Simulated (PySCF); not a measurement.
BH2N. Atoms are numbered in the order given.

```xyz
4

B      0.0000     0.0000     0.6923
N      0.0000     0.0000    -0.5410
H      0.0000     0.0000     1.8591
H      0.0000     0.0000    -1.5332
```

The structure is a stationary point at B3LYP-D3(BJ)/def2-TZVPD.

Computed with PySCF with TDA-LC-ωPBE/def2-TZVPD.

Vertical excitations; the highest root listed may be one member of a degenerate set. Isolated molecule, no solvent. State labels are in the subgroup C2v.

Computed excitation energies, oscillator strengths and character:
```json
[
 {"state": "S1", "symmetry": "A2", "energy (eV)": "7.20", "λ (nm)": "172", "f": "0.000", "main pairs": "HOMO−1→LUMO+3 43 %, HOMO→LUMO+2 43 %"},
 {"state": "S2", "symmetry": "A2", "energy (eV)": "7.41", "λ (nm)": "167", "f": "0.000", "main pairs": "HOMO→LUMO+2, HOMO−1→LUMO+3 (degenerate set)"},
 {"state": "S3", "symmetry": "A1", "energy (eV)": "7.41", "λ (nm)": "167", "f": "0.000", "main pairs": "HOMO−1→LUMO+2, HOMO→LUMO+3 (degenerate set)"},
 {"state": "S4", "symmetry": "B1", "energy (eV)": "8.28", "λ (nm)": "150", "f": "0.097", "main pairs": "HOMO−1→LUMO, HOMO−1→LUMO+1 (degenerate set)"},
 {"state": "S5", "symmetry": "B2", "energy (eV)": "8.28", "λ (nm)": "150", "f": "0.097", "main pairs": "HOMO→LUMO, HOMO→LUMO+1 (degenerate set)"},
 {"state": "S6", "symmetry": "B1", "energy (eV)": "9.48", "λ (nm)": "131", "f": "0.006", "main pairs": "HOMO−1→LUMO+1, HOMO−1→LUMO, HOMO−1→LUMO+4 (degenerate set)"},
 {"state": "S7", "symmetry": "B2", "energy (eV)": "9.48", "λ (nm)": "131", "f": "0.006", "main pairs": "HOMO→LUMO+1, HOMO→LUMO, HOMO→LUMO+4 (degenerate set)"},
 {"state": "S8", "symmetry": "B1", "energy (eV)": "10.11", "λ (nm)": "123", "f": "0.020", "main pairs": "HOMO−1→LUMO+4 (degenerate set)"},
 {"state": "S9", "symmetry": "B2", "energy (eV)": "10.11", "λ (nm)": "123", "f": "0.020", "main pairs": "HOMO→LUMO+4 (degenerate set)"},
 {"state": "S10", "symmetry": "A1", "energy (eV)": "10.36", "λ (nm)": "120", "f": "0.640", "main pairs": "HOMO−1→LUMO+2 42 %, HOMO→LUMO+3 42 %"},
 {"state": "T1", "symmetry": "A1", "energy (eV)": "6.02", "λ (nm)": "206", "f": "0", "main pairs": "HOMO−1→LUMO+2 40 %, HOMO→LUMO+3 40 %, HOMO→LUMO+11 8 %, HOMO−1→LUMO+10 8 %"},
 {"state": "T2", "symmetry": "A2", "energy (eV)": "6.51", "λ (nm)": "190", "f": "0", "main pairs": "HOMO−1→LUMO+3, HOMO→LUMO+2, HOMO−1→LUMO+11, HOMO→LUMO+10 (degenerate set)"},
 {"state": "T3", "symmetry": "A1", "energy (eV)": "6.51", "λ (nm)": "190", "f": "0", "main pairs": "HOMO→LUMO+3, HOMO−1→LUMO+2, HOMO→LUMO+11, HOMO−1→LUMO+10 (degenerate set)"},
 {"state": "T4", "symmetry": "A2", "energy (eV)": "7.20", "λ (nm)": "172", "f": "0", "main pairs": "HOMO→LUMO+2 43 %, HOMO−1→LUMO+3 43 %"}
]
```
Triplets are in the Tamm–Dancoff approximation.
